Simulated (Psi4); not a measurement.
C$_{3}$H$_{9}$B, quintet, at a GFN2-xTB geometry of the parent state (a higher spin typed on purpose: for a closed-shell molecule this is an excited state).

The Psi4 input:
```
memory 2 GB

molecule {
0 5
  B     0.00001088    0.00026539    0.00036792
  C     1.52623309   -0.14823315   -0.37068251
  H     1.83762844   -1.19171630   -0.34087316
  H     2.14173593    0.36217756    0.37015562
  H     1.79190592    0.25078287   -1.34670484
  C    -0.55014221   -0.62227830    1.34159877
  H    -1.31137926   -1.37129600    1.12412977
  H    -1.04868172    0.13436281    1.94635953
  H     0.20789011   -1.09570452    1.96090406
  C    -0.97606596    0.77066511   -0.97070561
  H    -1.99790782    0.85271732   -0.60827282
  H    -1.00999230    0.27798673   -1.94219118
  H    -0.61140315    1.77844063   -1.16661060
}

set basis 3-21g
set reference uhf

energy('mp2')
print_variables()
```

Problem. What does this run give for the number of basis functions, SCF-reference <S^2>, total energy, nuclear repulsion energy?

Solution. 
```yaml
number_of_basis_functions: 54
SCF-reference <S^2>: 6.007
total_energy: -142.4703 Eh
nuclear_repulsion_energy: 112.5430 Eh
```

These values belong to the state on which the SCF converged, which isn't shown to be the lowest.
